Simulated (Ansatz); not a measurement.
One geometry of InH4, that is [InH4]- with one electron fewer, several levels of theory.

```yaml
crystal:
  periodic: [false, false, false]
  atoms:
    - {symbol: In, position_ang: [0.000000, 0.000000, -0.000002]}
    - {symbol: H, position_ang: [0.026145, -0.035055, 1.793808]}
    - {symbol: H, position_ang: [1.684247, -0.007430, -0.618810]}
    - {symbol: H, position_ang: [-0.838320, 1.484666, -0.559154]}
    - {symbol: H, position_ang: [-0.872072, -1.442180, -0.615852]}
basis:
  gaussian: {orbitals: def2-TZVPD}
magnetization: {spin_polarized: true, initial_magnetization: 1}
hamiltonian: {xc: pbe0, dispersion: d4}
output: {orbitals: {seedname: orbitals}}
```

The file start.molden holds the orbitals of an earlier run on this structure, at another level or in another basis.

```sh
$ ansatz run in.yaml --threads 4 --pin off --events-out ev --progress --plain --max-ram 3916MiB
```

Shortened log:

```
Functional definition: PBE0
717 factors; their error is unknown
mean field evaluation 1: about -5234.1400 eV, gradient 8.2e0 eV
mean field evaluation 2: about -5234.3179 eV, gradient 6.6e0 eV
mean field evaluation 4: about -5234.4557 eV, gradient 1.7e-1 eV
mean field evaluation 8: about -5234.4989 eV, gradient 5.1e-2 eV
mean field evaluation 16: about -5234.4989 eV, gradient 1.9e-4 eV
mean field evaluation 32: about -5234.4989 eV, gradient 3.0e-6 eV
mean field -5234.49892322 eV, -192.3642873574 hartree, gradient 3.5e-6 eV, S^2 0.764546; 6 other end points of the search recorded, 0 dependent functions left out
reference -5234.49896952 eV, -192.3642890590 hartree; 13, 12 occupied and 79, 80 virtual orbitals, 717 factors
Total energy: -5234.54119044 eV, -192.3658406493 hartree
```

It took 3.2 s on 4 threads of Arm Neoverse V2 on a shared host.

As the first input, with `gaussian: {orbitals: "def2-TZVPPD.json", initial_orbitals: start.molden}`, `correlation: {method: ccsd_t}`, `scf: {omitted_lower_state_checks: [starts, cluster_reference]}` and without the key `hamiltonian` (abridged; 13 s):

```
Functional definition: HF
mean field evaluation 16: about -5207.4189 eV, gradient 4.1e-2 eV
mean field -5207.41887388 eV, -191.3691138997 hartree, gradient 2.9e-6 eV, S^2 0.763325; 2 other end points of the search recorded, 0 dependent functions left out
4 core orbitals not correlated: weight in the atoms' cores, before any rotation towards them, 1.000 or more for the frozen orbitals, at most 0.000 for the correlated occupied ones
second order -8.63049833 eV of doubles, -0.00000000 eV of singles
cycle   1  -8.70636474 eV  change   -7.6e-2 eV  update   9.0e-2
cycle   2  -9.04386949 eV  change   -3.4e-1 eV  update   3.4e-2
cycle   3  -9.11089620 eV  change   -6.7e-2 eV  update   2.1e-2
cycle   4  -9.11110390 eV  change   -2.1e-4 eV  update   9.7e-3
cycle   5  -9.11656767 eV  change   -5.5e-3 eV  update   4.5e-3
cycle   6  -9.11831563 eV  change   -1.7e-3 eV  update   1.8e-3
cycle   7  -9.11880510 eV  change   -4.9e-4 eV  update   6.5e-4
cycle   8  -9.11906623 eV  change   -2.6e-4 eV  update   3.4e-4
cycle   9  -9.11904592 eV  change    2.0e-5 eV  update   2.6e-4
cycle  10  -9.11902357 eV  change    2.2e-5 eV  update   2.3e-4
cycle  11  -9.11906636 eV  change   -4.3e-5 eV  update   2.2e-4
cycle  12  -9.11911067 eV  change   -4.4e-5 eV  update   2.1e-4
cycle  13  -9.11923446 eV  change   -1.2e-4 eV  update   1.6e-4
cycle  14  -9.11913887 eV  change    9.6e-5 eV  update   8.4e-5
cycle  15  -9.11910872 eV  change    3.0e-5 eV  update   3.6e-5
cycle  16  -9.11909870 eV  change    1.0e-5 eV  update   1.5e-5
cycle  17  -9.11909307 eV  change    5.6e-6 eV  update   7.4e-6
perturbative correction -0.25230646 eV, -0.0092720915 hartree
Total energy: -5216.79027341 eV, -191.7135064805 hartree
Checks for a lower state left out: starts, cluster_reference
```

First input, but with `gaussian: {orbitals: def2-TZVPD, initial_orbitals: start.molden}`, `hamiltonian: {xc: pbe, dispersion: d4}`, `scf: {omitted_lower_state_checks: [starts]}` (abridged; 0.65 s):

```
Functional definition: PBE
mean field -5234.64328960 eV, -192.3695927243 hartree, gradient 1.4e-5 eV, S^2 0.755424
Total energy: -5234.69404016 eV, -192.3714577727 hartree
Checks for a lower state left out: starts
```

First input, but with `gaussian: {orbitals: def2-TZVPD, initial_orbitals: start.molden}`, `hamiltonian: {xc: r2scan, dispersion: d4}`, `scf: {omitted_lower_state_checks: [starts]}` (abridged; 1.3 s):

```
Functional definition: r2SCAN
mean field -5236.68246871 eV, -192.4445311742 hartree, gradient 9.8e-6 eV, S^2 0.764484
Total energy: -5236.69382242 eV, -192.4449484155 hartree
Checks for a lower state left out: starts
```

Geometry: PBE-D4/def2-TZVPD, that of the charge -1 singlet.

In the def2 sets In takes a core potential; there is no spin–orbit coupling. Correlated methods freeze 4 core orbitals; core or outer-core shells of In are correlated, in sets that lack core-valence functions. At PBE-D4/def2-TZVPD the gap within one spin of the charge 0 doublet nearly closes, so an electron or hole may be smeared out by delocalisation error.
